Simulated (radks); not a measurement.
Problem. The cerium ion Ce4+ is in [Xe]. Calculated with a radial shooting solver on a logarithmic mesh with Libxc functionals: non-relativistic Kohn-Sham, PBE, spin-polarised, spherical densities, point nucleus. Open shells are filled with parallel spins first. One electron is removed from 5s, 5p, 4d, 4p in turn, with full relaxation. Which removal costs least, and what does each cost?

Solution. 5p 65.854 eV; 5s 81.609 eV; 4d 170.04 eV; 4p 262.34 eV. The 5p electron leaves first.
